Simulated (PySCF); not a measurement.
Species: C2H5Cl2Si2 (doublet state).
Geometry (GFN2-xTB, Å), atoms numbered from 1 in this order:
```
atom  x, y, z in Å
Si1   -2.1141    0.1248   -0.1133
C2    -0.3194   -0.1981   -0.5534
C3     0.6972   -0.0488    0.3113
Cl4    0.3097    0.4113    1.9519
Si5    2.4865   -0.4327    0.0221
Cl6    3.7920    0.3702    1.3190
H7    -2.8980   -0.1197   -1.3259
H8    -2.5383   -0.7785    0.9594
H9    -2.2795    1.5149    0.3183
H10   -0.0547   -0.4985   -1.5569
H11    2.9242   -0.3423   -1.3584
```

The hyperfine couplings belong to this conformer and change with its torsions.

Identity: `[SiH3]/C=C(\Cl)[SiH]Cl` [radical].

Computed with UKS B3LYP, pcH-1 on C Cl H Si, non-relativistic, mean-field spin-orbit, GIAO (PySCF). Isolated species at its GFN2-xTB geometry (one conformer only). The geometry wasn't refined by DFT: couplings that depend on bond lengths, twists or pyramidal angles can differ widely from those at the functional's own minimum, by a factor of two or more for some ions and for spin on atoms past the first row. The SCF solution wasn't tested for stability.

Task: Give the isotropic g value and a_iso(29Si) at Si5.

Result: g_iso = 2.00428 and a = -482.57 MHz, or -17.203 mT (Mulliken spin population +0.82). 29Si makes up about 4.7 % of the natural element, so this concerns labelled samples or satellites.

Task: Take this nucleus alone (I = 1/2, g_N = -1.1106) with S = 1/2. Where do its 2 lines fall at 9.309 GHz to first order, to second order and exactly?

Result: First order: B = B0 − a·mI with B0 = 331.843 mT. Second order subtracts a²[I(I+1) − mI²]/(2B0). The exact fields come from the Breit–Rabi levels of H = g μB B Sz − g_N μN B Iz + a S·I.

```tsv
mI	first order (mT)	second order (mT)	exact (mT)	exact − first order
−1/2	323.241	323.019	323.013	-0.229
+1/2	340.444	340.221	340.227	-0.217
```

Task: What g and a would be read from the two outer exact lines by first-order rules?

Result: Their midpoint, 331.620 mT, gives an apparent g of 2.00563 (true 2.00428), and their distance over 2I an apparent |a| of 17.214 mT (true 17.203).

Task: What levels remain at zero field?

Result: F = I ± 1/2 = 1 and 0, at a·I/2 = -120.6 MHz and −a(I+1)/2 = +361.9 MHz, that is |a|(I + 1/2) = 482.6 MHz apart; F = 1 lies lower.

Other couplings of abundant isotopes, left aside here: 1 × 1H 49 MHz, 1 × 35Cl 20 MHz, 1 × 1H 11 MHz, 3 × 1H 10 MHz.

Nuclei that the bonding pattern makes equivalent are averaged, as if the motion that swaps them (rotation, inversion, ring flip) were fast. The three 1H nuclei of mean +9.8 MHz run from -0.1 to 16.7 MHz in the frozen geometry.
